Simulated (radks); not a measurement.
Results of a calculation; reference values are marked as such.
Question: Species: Cd II. Configuration: [Kr] 4d9 5s2 (not the ground configuration). Code: a radial shooting solver on a logarithmic mesh with Libxc functionals. Model: Dirac Kohn-Sham, PBEsol, spin-unpolarised, spherical densities, finite nucleus; open shells are shared between the two j in proportion to 2j + 1; Fermi nuclear charge, rms radius 4.6087 fm. Some entries of the table are withheld. Estimate them.

orbital  occ.  eigenvalue (hartree)  <1/r> (bohr^-1)
1s1/2       2                   (1)            50.62
2s1/2       2             -145.0506              (2)
2p1/2       2             -135.0954              (3)
2p3/2       4             -128.0288              (4)
3s1/2       2             -27.45598            4.102
3p1/2       2             -23.46576            4.010
3p3/2       4             -22.20352            3.830
3d3/2       4                   (5)            3.671
3d5/2       6                   (6)            3.624
4s1/2       2              -4.39587            1.588
4p1/2       2              -3.11025              (7)
4p3/2       4              -2.89261              (8)
4d3/2     3.6              -0.91953              (9)
4d5/2     5.4              -0.89198             (10)
5s1/2       2              -0.53823           0.5084

Answer: 
(1) 1s1/2 eigenvalue (hartree): -974.1477
(2) 2s1/2 <1/r> (bohr^-1): 11.69
(3) 2p1/2 <1/r> (bohr^-1): 11.67
(4) 2p3/2 <1/r> (bohr^-1): 10.93
(5) 3d3/2 eigenvalue (hartree): -15.13520
(6) 3d5/2 eigenvalue (hartree): -14.87855
(7) 4p1/2 <1/r> (bohr^-1): 1.469
(8) 4p3/2 <1/r> (bohr^-1): 1.411
(9) 4d3/2 <1/r> (bohr^-1): 1.100
(10) 4d5/2 <1/r> (bohr^-1): 1.085
